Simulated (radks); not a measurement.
Neutral fluorine inside a hard spherical wall (all orbitals vanish at R), configuration held at [He] 2s2 2p5 and not refilled when levels cross. All-electron calculation, non-relativistic Kohn-Sham, PBE, spin-polarised, spherical densities, point nucleus; open shells are filled with parallel spins first. Program: a radial shooting solver on a logarithmic mesh with Libxc functionals. Eigenvalues in eV for spin up, with the zero of energy where the potential of the charges vanishes at infinity; a dash marks a level that is unbound or too diffuse for the functional's potential to be trusted. A positive occupied level is held by the wall or, in an anion where self-interaction has pushed it up, behind a barrier. The pressure on the wall is -dE/dV.

R (bohr)  E (hartree)  kinetic (hartree)    e(1s)    e(2s)    e(2p)  e(3s, empty)  e(3p, empty)  pressure (GPa)
free        -99.66566             99.412  -662.89  -30.591  -11.864             -             -               0
20          -99.66566             99.412  -662.89  -30.591  -11.864             -             -        < 0.0001
12          -99.66566             99.412  -662.89  -30.591  -11.864             -             -        < 0.0001
10          -99.66566             99.412  -662.89  -30.591  -11.864         0.232         1.869        < 0.0001
8           -99.66564             99.412  -662.88  -30.589  -11.861         0.787         2.967         0.00103
6           -99.66507             99.417  -662.82  -30.542  -11.813         2.640         5.889          0.0699
4           -99.64173             99.568  -661.56  -29.682  -10.886        11.626        17.211            6.70
3           -99.49022            100.328  -656.93  -26.728   -7.532        30.563        37.418            95.5
2.5         -99.14827            101.773  -649.86  -22.190   -2.353        54.858        61.044             434
2           -98.00575            105.795  -633.64  -10.844   10.148        108.81        110.09            2360
